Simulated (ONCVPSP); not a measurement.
# Logarithmic derivatives: Mg (Z = 12), ONCV

ONCVPSP 4.0.1 input, shortened (lines: element, Z, core and valence counts, functional; n l f; lmax; l rc ep ncon nbas qcut; lloc lpopt rc5 dvloc0; l nproj debl; icmod fcfact rcfact), LDA (Perdew-Zunger), non-relativistic:

```
  Mg 12.00    1    3        3      upf
    1    0    2.00
    2    0    2.00
    2    1    6.00
    3    0    1.00
    2
    0    1.15    0.00    3    7   13.70
    1    1.20    0.00    4    7    9.60
    2    1.20    0.05    3    7    8.20
    4    5    1.00    0.00
    0    3    3.20
    1    1    3.30
    2    2    0.60
    0    0.00    0.00
```

The phase is arctan(r·R′/R) of the radial function R(r), unwrapped; energies in Ha, scanned from -5 to 5 Ha. A pole is an energy at which the radial function vanishes at the test radius. The pseudo phase is shifted by a multiple of π to meet the all-electron one at the reference energy, and phase errors are pseudo minus all-electron; the curves can meet again beyond the range given. Levels narrower than the energy grid can be missing from the lists of poles.

```json
{"channel": "s", "radius (bohr)": "1.17", "reference energy (Ha)": "-0.42", "poles, all-electron": "-2.41", "poles, pseudo": "-2.41", "unbroken range about the reference energy with phases within 0.05 rad": "the whole range", "phase error 1 Ha above the reference energy (rad)": "+0.000"}
{"channel": "p", "radius (bohr)": "1.22", "reference energy (Ha)": "-2.05", "poles, all-electron": "-1.45", "poles, pseudo": "-1.43", "unbroken range about the reference energy with phases within 0.05 rad": "below 0.1", "phase error 1 Ha above the reference energy (rad)": "+0.012"}
{"channel": "d", "radius (bohr)": "1.22", "reference energy (Ha)": "0.05", "poles, all-electron": "none", "poles, pseudo": "none", "unbroken range about the reference energy with phases within 0.05 rad": "the whole range", "phase error 1 Ha above the reference energy (rad)": "-0.000"}
```

Phases in the s channel:

```
E (Ha)  all-electron  pseudo
 -4.96         0.748   0.748
 -4.48         0.364   0.364
 -4.00        -0.385  -0.385
 -3.52        -1.048  -1.048
 -3.04        -1.367  -1.367
 -2.56        -1.534  -1.534
 -2.08        -1.640  -1.640
 -1.60        -1.721  -1.721
 -1.12        -1.792  -1.792
 -0.64        -1.862  -1.862
 -0.16        -1.938  -1.938
  0.32        -2.028  -2.028
  0.80        -2.145  -2.145
  1.28        -2.306  -2.306
  1.76        -2.538  -2.538
  2.24        -2.867  -2.867
  2.72        -3.271  -3.271
  3.20        -3.648  -3.648
  3.68        -3.926  -3.926
  4.16        -4.115  -4.115
  4.64        -4.245  -4.245
```
